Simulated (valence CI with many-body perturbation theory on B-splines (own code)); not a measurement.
# Forbidden lines of In XVI

Calculated by relativistic CI+MBPT: six valence electrons over a frozen Dirac-Fock core [Ar] 3d10, a basis of 9 s, 9 p, 8 d, 6 f, 3 g, 1 h functions for each j, with the one-electron correlation potential Σ1 (screened to all orders), the two-electron term Σ2, the three-electron term Σ3, Breit, model QED; selected single and double excitations, second order for the rest, scaled by the run's own slope (own B-spline code, finite nucleus).

No measured levels were compared; by estimate levels hold to about 250 cm⁻¹ or 0.2 % of their energy and the worst to 1 %, as in measured heavy ions of charge 2 to 7; those with d or f electrons hold less well. Among the levels kept, up to 1200 cm⁻¹ of a level comes from second order outside the variational space, and about a tenth of that is noise between levels of different J, which matters for small intervals.

Lines 1 to 41 of 41 in falling wavelength, among levels below 89.999 eV, chosen from the decays that carry over 1 % of a level's rate. Wavelengths and rates use the calculated energies, so an error of 1000 cm⁻¹ moves a line at 415.2 nm by 4.2 % and its rate by three times that or more. Electric multipoles are in the length gauge, E1 and E2 with the static RPA response of the core. Weak lines are less certain than strong ones. Lines between different terms over intervals too small for the method are left out, as are lines whose strength nearly cancels. The highest levels of a list are the least certain. Branching is blank where the lifetime is uncertain.

Names give the largest LS component (configuration and term), which can be under half, so a name can repeat, a term be missing and a line seem to break the LS rules; names also repeat where a configuration has a term twice. Letters in brackets count levels of one name in rising energy.

```tsv
λ vac (nm)	Upper	Lower	Type	A (s⁻¹)	Branch %
987.6	4s2 4p3 4d 5D°_4	4s2 4p3 4d 5D°_3	M1	1.88e+01	5.8
520.0	4s2 4p3 4d 3F°_4 [a]	4s2 4p3 4d 3F°_3 [a]	M1	6.84e+01	
444.4	4s2 4p3 4d 3G°_5	4s2 4p3 4d 3G°_4	M1	1.39e+02	
415.2	4s2 4p3 4d 1G°_4	4s2 4p3 4d 3D°_3 [a]	M1	5.32e+01	
390.7	4s2 4p3 4d 3G°_4	4s2 4p3 4d 3G°_3	M1	2.43e+02	8.0
342.8	4s2 4p3 4d 1G°_4	4s2 4p3 4d 3F°_3 [a]	M1	4.00e+01	
329.6	4s2 4p4 3P_0	4s2 4p4 3P_2	E2	8.69e-01	100.0
296.6	4s2 4p4 3P_1	4s2 4p4 3P_0	M1	3.99e+02	7.7
290.9	4s2 4p3 4d 3F°_4 [a]	4s2 4p3 4d 3G°_3	M1	2.88e+01	
289.0	4s2 4p3 4d 3F°_4 [b]	4s2 4p3 4d 3F°_3 [b]	M1	5.07e+02	3.4
225.7	4s2 4p3 4d 1G°_4	4s2 4p3 4d 3G°_3	M1	7.45e+01	
158.1	4s2 4p3 4d 3G°_4	4s2 4p3 4d 5D°_4	M1	2.56e+03	84.7
156.1	4s2 4p4 3P_1	4s2 4p4 3P_2	M1	4.75e+03	92.0
138.9	4s2 4p3 4d 3F°_4 [a]	4s2 4p3 4d 5D°_4	M1	4.93e+02	
133.4	4s2 4p3 4d 3F°_4 [b]	4s2 4p3 4d 3G°_5	M1	1.67e+03	11.1
127.0	4s2 4p3 4d 3F°_4 [b]	4s2 4p3 4d 1G°_4	M1	6.66e+02	4.4
122.0	4s2 4p3 4d 1G°_4	4s2 4p3 4d 5D°_4	M1	3.87e+02	
121.7	4s2 4p3 4d 3F°_4 [a]	4s2 4p3 4d 5D°_3	M1	7.61e+02	
119.1	4s2 4p4 1D_2	4s2 4p4 3P_2	M1	3.83e+03	98.3
119.1	4s2 4p4 1D_2	4s2 4p4 3P_2	E2	4.18e+01	1.1
116.6	4s2 4p3 4d 3G°_5	4s2 4p3 4d 5D°_4	M1	6.79e+02	
116.6	4s2 4p3 4d 3G°_5	4s2 4p3 4d 5D°_4	E2	1.56e+01	
112.7	4s2 4p3 4d 3F°_4 [b]	4s2 4p3 4d 3F°_4 [a]	M1	1.03e+03	6.8
108.6	4s2 4p3 4d 1G°_4	4s2 4p3 4d 5D°_3	M1	1.28e+02	
105.4	4s2 4p3 4d 1G°_4	4s2 4p3 4d 5D°_2 [a]	E2	1.35e+01	
102.6	4s2 4p3 4d 3F°_4 [b]	4s2 4p3 4d 3G°_4	M1	6.36e+03	42.2
98.01	4s2 4p4 1S_0	4s2 4p4 3P_1	M1	2.43e+04	99.0
97.24	4s2 4p3 4d 3F°_4 [b]	4s2 4p3 4d 3D°_3 [a]	M1	1.10e+03	7.3
92.65	4s2 4p3 4d 3F°_4 [b]	4s2 4p3 4d 3F°_3 [a]	M1	6.53e+02	4.3
81.26	4s2 4p3 4d 3F°_4 [b]	4s2 4p3 4d 3G°_3	M1	7.73e+02	5.1
67.16	4s2 4p3 4d 5D°_4	4s 4p5 3P°_2	E2	1.49e+01	4.6
62.22	4s2 4p3 4d 3F°_4 [b]	4s2 4p3 4d 5D°_4	M1	1.21e+03	8.0
47.14	4s2 4p3 4d 3G°_4	4s 4p5 3P°_2	E2	6.35e+01	2.1
43.32	4s2 4p3 4d 1G°_4	4s 4p5 3P°_2	E2	2.08e+01	
32.30	4s2 4p3 4d 3F°_4 [b]	4s 4p5 3P°_2	E2	8.08e+02	5.4
19.18	4s2 4p3 4d 3G°_4	4s2 4p4 1D_2	M2	1.25e+02	4.1
18.86	4s2 4p3 4d 3F°_4 [a]	4s2 4p4 1D_2	M2	9.04e+01	
18.51	4s2 4p3 4d 1G°_4	4s2 4p4 1D_2	M2	2.18e+02	
18.44	4s2 4p3 4d 5D°_4	4s2 4p4 3P_2	M2	2.89e+02	89.1
16.02	4s2 4p3 4d 1G°_4	4s2 4p4 3P_2	M2	2.15e+01	
15.92	4s2 4p3 4d 3G°_5	4s2 4p4 3P_2	E3	1.07e+01
```
